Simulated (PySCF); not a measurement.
**Two-component Hartree-Fock for Nd³⁺ (neodymium, charge +3)**

Start: [Xe] 4f2 6s1; 4f7/2 filled at m_j = +5/2, +7/2; 6s1/2 filled at m_j = +1/2. Calculated with PySCF 2.14 in x2c-SVPall-2c with one added diffuse shell each of s, p, d, f type (8s11p10d4f1g, 128 functions): generalised Hartree-Fock with the X2C-1e Hamiltonian and a Gaussian nucleus; spin-orbit coupling (SO) screened by Boettger's factors. This is a chosen level, not necessarily the ground level.

| spinor shell | electrons | ε, screened SO (eV) | weight of nominal j (screened SO) | rms radius, screened SO (bohr) |
| --- | --- | --- | --- | --- |
| 1s1/2 | 2 | -43819.4 | 1.000 | 0.0270 |
| 2s1/2 | 2 | -7239.0 | 1.000 | 0.109 |
| 2p1/2 | 2 | -6836.5 | 1.000 | 0.0938 |
| 3s1/2 | 2 | -1656.1 | 1.000 | 0.283 |
| 3p1/2 | 2 | -1483.0 | 1.000 | 0.275 |
| 3p3/2 | 4 | -1376.0 | 1.000 | 0.288 |
| 3d3/2 | 4 | -1077.0 | 0.999 | 0.259 |
| 3d5/2 | 6 | -1054.7 | 0.999 | 0.263 |
| 4s1/2 | 2 | -386.83 | 1.000 | 0.642 |
| 4p1/2 | 2 | -318.44 | 0.994 | 0.662 |
| 4p3/2 | 4 | -295.32 | 0.997 | 0.689 |
| 4d5/2 | 6 | -177.85 | 0.905 | 0.754 |
| 4d3/2 | 4 | -179.01 | 0.857 | 0.746 |
| 5s1/2 | 2 | -86.334 | 1.000 | 1.53 |
| 5p1/2 | 2 | -64.181 | 0.969 | 1.65 |
| 5p3/2 | 4 | -60.220 | 0.984 | 1.72 |
| 4f7/2 | 2 | -54.837 | 0.910 | 0.971 |
| 6s1/2 | 1 | -25.098 | 1.000 | 4.07 |

Question: Where does 2p3/2 lie, and what is the 2p spin-orbit splitting (screened SO)?

Answer: At -6312.3 eV, 524.24 eV above 2p1/2.

```csv
quantity,screened SO
E (hartree),-9620.15455
M_J,13/2
⟨J²⟩,48.759
⟨L²⟩,30.084
⟨S²⟩,3.790
```

Each row is a mean over spinors that exchange with the open shell spreads, by up to 11.471 eV (4d5/2).

Rows whose weight is well below 1 are mixtures of j = l ± 1/2: exchange outweighs spin-orbit coupling there, and the label is only the starting occupation.

Breit and QED terms are absent; they matter most for the inner s and p1/2 levels.

Densities and radii are taken from the X2C orbitals without a picture-change correction, which distorts them close to the nucleus.
